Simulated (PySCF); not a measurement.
**`O=C1O[Si](F)(F)OC1=O`, C₂F₂O₄Si**

Geometry:
```json
{"atom": "O1", "x (Å)": "-2.115", "y (Å)": "-1.332", "z (Å)": "0.045"}
{"atom": "C2", "x (Å)": "-1.120", "y (Å)": "-0.695", "z (Å)": "0.022"}
{"atom": "O3", "x (Å)": "0.129", "y (Å)": "-1.222", "z (Å)": "0.115"}
{"atom": "Si4", "x (Å)": "1.300", "y (Å)": "-0.089", "z (Å)": "0.051"}
{"atom": "F5", "x (Å)": "2.168", "y (Å)": "-0.034", "z (Å)": "1.362"}
{"atom": "F6", "x (Å)": "2.256", "y (Å)": "-0.270", "z (Å)": "-1.185"}
{"atom": "O7", "x (Å)": "0.305", "y (Å)": "1.193", "z (Å)": "-0.103"}
{"atom": "C8", "x (Å)": "-1.008", "y (Å)": "0.844", "z (Å)": "-0.116"}
{"atom": "O9", "x (Å)": "-1.901", "y (Å)": "1.611", "z (Å)": "-0.216"}
```

Theory: GIAO B97-2/pcSseg-1 magnetisability, rotational g tensor and spin-rotation constants, non-relativistic, gas phase in PySCF 2.14.0. Geometry: GFN2-xTB.

Q: Give the nuclear spin-rotation constants along the inertial axes (H = +C I·J) beside the isotropic shieldings.

A: Rotational constants 2.6044, 1.1324, 0.9795 GHz. A star marks the isotopologue with that one atom substituted, in its own axes.
```csv
atom,isotope,Caa (kHz),Cbb (kHz),Ccc (kHz),mean (kHz),σ (ppm)
F5,19F,2.096,1.048,0.549,1.231,337.6
F6,19F,2.096,1.048,0.549,1.231,337.6
O1,17O*,-1.754,-0.655,-0.064,-0.824,-142.2
C2,13C*,0.876,0.462,0.278,0.539,33.8
O3,17O*,-0.640,-0.334,-0.125,-0.366,123.9
Si4,29Si*,-1.397,-0.617,-0.462,-0.825,443.1
```
For the geometry as given, no vibrational averaging.
